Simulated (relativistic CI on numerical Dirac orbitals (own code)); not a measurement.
**Mn²⁺ in a cubic cluster: 2p photoemission with charge transfer**

Computed with a charge-transfer multiplet model of a cubic metal-ligand cluster with up to one ligand hole, Slater and spin-orbit integrals from Dirac-Coulomb-Breit ions, Slater integrals scaled by 0.8. The ground state mixes d5 with configurations of k ligand holes L, whose averages lie at kΔ + k(k − 1)U_dd/2; a core hole lowers each added d electron by U_cd. 20 K, Lorentzian 0.6 eV and Gaussian 0.8 eV FWHM.

Atomic integrals in eV (Slater integrals scaled, ζ unscaled), ground: F2dd 8.204, F4dd 5.095, zeta_d 0.037; with the core hole: F2dd 9.718, F4dd 6.082, zeta_d 0.060, zeta_core 6.788, F2cd 5.619, G1cd 4.209, G3cd 2.391.

Cluster parameters (eV): Δ = 3.9, U_dd = 5.3, 10Dq = 1.5, 10Dq(ligand) = 0.2, V(eg) = 2.85, V(t2g) = -1.5, final-state hopping factor = 1.

```csv
Case,n_d,d5,d6L,S
U_cd = 5.9 eV,5.22,0.78,0.22,2.50
U_cd = 6.5 eV,5.22,0.78,0.22,2.50
U_cd = 7.7 eV,5.22,0.78,0.22,2.50
```

Weights, n_d and S are thermal averages at 20 K. Binding energies count from the first peak over 30 % of the highest in each spectrum, which can be another peak from case to case. The parameters are a model scan and need not match a compound or its usual spin state. Peaks in eV (height, largest 100):
- U_cd = 5.9 eV: 0.0 (100), 7.3 (10), 11.7 (49), 12.6 (47)
- U_cd = 6.5 eV: 0.0 (100), 7.0 (10), 11.8 (49), 12.5 (47)
- U_cd = 7.7 eV: 0.0 (100), 6.6 (11), 11.7 (52), 21.5 (6), 22.6 (7)

For the case U_cd = 5.9 eV, Δ = 3.9 eV is smaller than U_dd = 5.3 eV, the charge-transfer side of the Zaanen-Sawatzky-Allen scheme. With the core hole the configuration with one ligand hole lies at Δ − U_cd = -2.0, -2.6, -3.8 eV from the one without, in the order of the table; where this is negative the screened configuration lies lower, though the effective hopping of about 4.7 eV (from the holes of the mixed ground state) mixes the two strongly wherever it is as large as the gap.

With at most 1 ligand hole the space is cut while the next configuration still counts, so covalency is underestimated, and a final configuration with one more ligand hole, which can lie low, is missing from the spectra.
